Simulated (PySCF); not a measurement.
Computed shifts of a molecule C₃H₉NOSi, PBE0/pcSseg-1 (PySCF), GIAO, gas phase, equivalent atoms averaged, in ppm (number of nuclei): ¹³C: 58.7 (2), 52.6 (1). ¹⁵N: 43.8 (1). ²⁹Si: -2.1 (1). ¹H: 5.44 (1), 2.98 (2), 2.53 (3), 2.42 (2), 1.84 (1). References: ¹³C against TMS (σ = 186.3 ppm); ¹⁵N against NH3 (σ = 267.4 ppm); ²⁹Si against TMS (σ = 352.7 ppm); ¹⁷O against H2O (σ = 334.2 ppm); ¹H against TMS (σ = 31.56 ppm), references at their B3LYP-D3(BJ)/def2-TZVP geometries, non-relativistic. Geometry optimised at r2SCAN-D4/def2-SVP. One conformer was computed; it need not be the lowest.

Problem. Identify the compound among the candidates.
A. CC/N=C/O[SiH3]
B. C[Si]1(O)CNC1
C. CN1C[SiH](O)C1
D. C=C[C@@H](N)[SiH2]O

Solution. C, CN1C[SiH](O)C1
